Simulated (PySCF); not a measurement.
A run for PySCF: R-HF/3-21G on HF (SMILES F).

```python
from pyscf import gto, scf, dft, mp
from pyscf.data.elements import chemcore

mol = gto.M(
    atom='''
    F    -0.11084606   -0.27438190   -0.45428820
    H    -0.07941079   -0.21394166    0.47618334
    ''',
    basis='3-21g',
    charge=0, spin=0, verbose=3, max_memory=1800)
mf = scf.RHF(mol)
mf.conv_tol = 1e-8
mf.max_cycle = 100
mf.kernel()
if not mf.converged:
    mf = mf.newton().run(mf.mo_coeff, mf.mo_occ)
```

Task: What total energy does the run end on?

Result: -99.4602 hartree.
